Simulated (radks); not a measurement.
Results of a calculation; reference values are marked as such.
The nuclear charge of the iridium ion Ir+ is varied continuously with 76 electrons held in [Xe] 4f14 5d7 6s1. Code: a radial shooting solver on a logarithmic mesh with Libxc functionals. Model: Dirac Kohn-Sham, BLYP, spin-unpolarised, spherical densities, point nucleus; open shells fill j = l - 1/2 first. By the Hellmann-Feynman theorem dE/dZ = E(electron-nucleus)/Z, the electronic potential at the nucleus.

| Z | E (hartree) | E(electron-nucleus)/Z (hartree) | HOMO | e(HOMO) (eV) | <r> HOMO (bohr) |
|---|---|---|---|---|---|
| 76.5 | -17569.2692 | -575.933 | 5d5/2 | -8.972 | 1.819 |
| 76.75 | -17713.6251 | -578.915 | 6s1/2 | -11.305 | 2.802 |
| 77 | -17858.7272 | -581.902 | 6s1/2 | -13.527 | 2.720 |
| 77.25 | -18004.5767 | -584.894 | 6s1/2 | -15.857 | 2.644 |
| 77.5 | -18151.1746 | -587.891 | 6s1/2 | -18.288 | 2.575 |
| 77.75 | -18298.5224 | -590.893 | 6s1/2 | -20.817 | 2.511 |
| 78 | -18446.6214 | -593.900 | 6s1/2 | -23.439 | 2.452 |

The central difference of E at Z = 77 is -581.903 hartree, to compare with the third column; the second derivative is -12 hartree.
